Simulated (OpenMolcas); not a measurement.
Levels of neutral silicon by method

```json
{
  "Program": "OpenMolcas",
  "Basis": "ANO-RCC-VTZP [5s4p2d1f]",
  "Scalar Hamiltonian": "DKH2, point nucleus",
  "Active space": "4 electrons in 8 orbitals (3s 3p 4s 4p)",
  "State averaging": "2S+1 = 3 even, 3 roots; 2S+1 = 1 even, 6 roots; 2S+1 = 5 odd, 1 root; 2S+1 = 3 odd, 8 roots",
  "Spin-orbit coupling": "RASSI with atomic mean-field integrals over the reference wave functions, term energies averaged over their components"
}
```

Methods on the same reference wave functions:
A. CASSCF
B. SS-CASPT2, IPEA 0.25 Eh, imaginary shift 0.1 Eh (closed shells correlated: 2s 2p)
C. XMS-CASPT2, IPEA 0.25 Eh, imaginary shift 0.1 Eh (closed shells correlated: 2s 2p)

Energies in cm-1 above 3s2 3p2 3P0, the measured ground level; measured values from NIST Handbook of Basic Atomic Spectroscopic Data.

| Level | A | B | C | Measured |
| --- | --- | --- | --- | --- |
| 3s2 3p2 3P0 | 0.0 | 0.0 | 0.0 | 0.0 |
| 3s2 3p2 3P1 | 63.0 | 63.0 | 62.9 | 77.1 |
| 3s2 3p2 3P2 | 184 | 184 | 183 | 223 |
| 3s2 3p2 1D2 | 8261 | 6470 | 6460 | 6299 |
| 3s2 3p2 1S0 | 14207 | 14350 | 14970 | 15394 |
| 3s 3p3 5S* 2 | 24825 | 30210 | 30830 | 33326 |
| 3s 3p3 3D* 1 | 53786 | 46170 | 45240 |  |
| 3s 3p3 3D* 2 | 53804 | 46190 | 45260 |  |
| 3s 3p3 3D* 3 | 53835 | 46220 | 45290 | 45322 |
| 3s 3p3 3P* 0 | 61133 | 56970 | 57070 |  |
| 3s 3p3 3P* 1 | 61148 | 56990 | 57090 |  |
| 3s 3p3 3P* 2 | 61178 | 57020 | 57120 |  |

Deviations, from unrounded energies. A percentage is the sum of absolute deviations over the sum of measured energies, with the sign that they share, or ± where signs differ.

```
                        Against measurement  Levels      A      B      C
             mean absolute deviation (cm-1)       6   3400    880    530
      fine structure of the ground term (%)       2  -17.8  -17.9  -17.9
other terms of the ground configuration (%)       2  ±14.5   ±5.6   ±2.7
                   other configurations (%)       2  ±21.6   ±5.1   -3.2
```

C lies closest to measurement on these levels and A furthest from it. The largest miss of C in the table is 3s 3p3 5S* 2, by -2500 cm-1. The ranking rests on the paired levels alone, and a cruder setting can come out closer through cancelling errors.

Between B and C the level of the table that moves most is 3s 3p3 3D* 3, by 930 cm-1 (lowest in C, highest in B). Moves below CASPT2's spread within the term are not significant.

The mean deviations of B to C differ by less than CASPT2's widest spread within a term (420 cm-1), so their order carries little weight.

From A to B the spin-free energies of the other terms of 3s2 3p2 shown, above 3P, scale by factors of 0.78 to 1.01.

The lowest spin-free term lies below A's lowest term by 0.063 hartree in B, 0.066 hartree in C.

Term energies are means over components that CASPT2 splits; among the terms shown or strongly mixed into the levels shown the widest spread is 420 cm-1 (3s 3p3 3D*, C). Over all roots computed the reference weight is 0.87 to 0.98 in B, 0.85 to 0.98 in C; the roots of lowest weight are the least certain, and an intruder state may touch them. Active for correlation alone: 4p 4s; no level in the range computed is led by a configuration that fills them, so any true level of that kind is missing. Terms of s pⁿ other than that of highest spin mix with s² pⁿ⁻² d, which this space lacks; all of them can be thousands of cm-1 off, and some have no real level of that name. Without dynamic correlation excited terms often stand tens of per cent too high (terms of higher spin than the ground term too low), and those without a measured partner can miss by more than the paired ones (holds for A). Computed and measured levels are paired by configuration, term and J; levels that our copy of the source lacks, or whose pairing is in doubt (as where it misses far off the trend of its configuration), stay unpaired and out of the deviations. Levels of configurations outside the active space are missing.

* marks odd parity.
